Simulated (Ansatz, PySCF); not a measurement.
Gas-phase reaction in SMILES: [PbH4] (PbH4) → [PbH3] (PbH3) + H atom (the H-Pb bond at the site shown breaks; other sites are not compared here)
Geometries: B3LYP-D3(BJ)/def2-TZVP minima from Ansatz (a first-principles code).
Geometry of the first species:
```xyz
5

Pb     0.0000     0.0000     0.0000
H      1.0223     1.0297     0.9962
H      1.0100    -1.0286    -1.0098
H     -1.0236     1.0025    -1.0223
H     -1.0087    -1.0036     1.0359
```
Charge 0, spin multiplicity 1.

Quantity: bond dissociation energy (0 K, with B3LYP-D3(BJ) harmonic zero-point energies from PySCF), in kcal/mol. Valence correlation only, unless marked. Open shells are spin-unrestricted. No spin-orbit coupling. The frozen core is the preceding noble-gas configuration, with the filled d and f shells of earlier blocks. Past Kr the def2 sets carry scalar-relativistic core potentials. Basis-set limits of correlation are two-point, X^-3; Hartree-Fock from the larger set.

```csv
level,program,bond dissociation energy (kcal/mol)
revPBE/def2-TZVPD,Ansatz,59.9
BP86/def2-TZVPD,PySCF,___
M06-L/def2-TZVPD,PySCF,63.0
r2SCAN/def2-TZVPD,Ansatz,62.5
PBE0-D3(BJ)/def2-TZVPD,Ansatz + dftd3,63.0
PBE0-D4/def2-TZVP,Ansatz + dftd4,62.9
BHLYP-D3(BJ)/def2-TZVPD,Ansatz + dftd3,___
TPSSh-D3(BJ)/def2-TZVPD,PySCF + dftd3,___
r2SCANh/def2-TZVPD,Ansatz,62.6
r2SCAN0/def2-TZVPD,Ansatz,62.8
MN15/def2-TZVPD,PySCF,___
HSE06-D4/def2-TZVPD,Ansatz + dftd4,62.8
LC-wPBE-D3(BJ)/def2-TZVPD,Ansatz + dftd3,64.9
wB97X-V/def2-TZVPD,Ansatz,66.7
RPA@PBE/def2-QZVPP,Ansatz,63.0
"CCSD(T)/CBS(def2-TZVPPD,def2-QZVPPD)",Ansatz,65.0
```

Some entries are withheld; supply them.


- BP86/def2-TZVPD, bond dissociation energy (kcal/mol): 64.7
- BHLYP-D3(BJ)/def2-TZVPD, bond dissociation energy (kcal/mol): 64.3
- TPSSh-D3(BJ)/def2-TZVPD, bond dissociation energy (kcal/mol): 66.1
- MN15/def2-TZVPD, bond dissociation energy (kcal/mol): 63.6
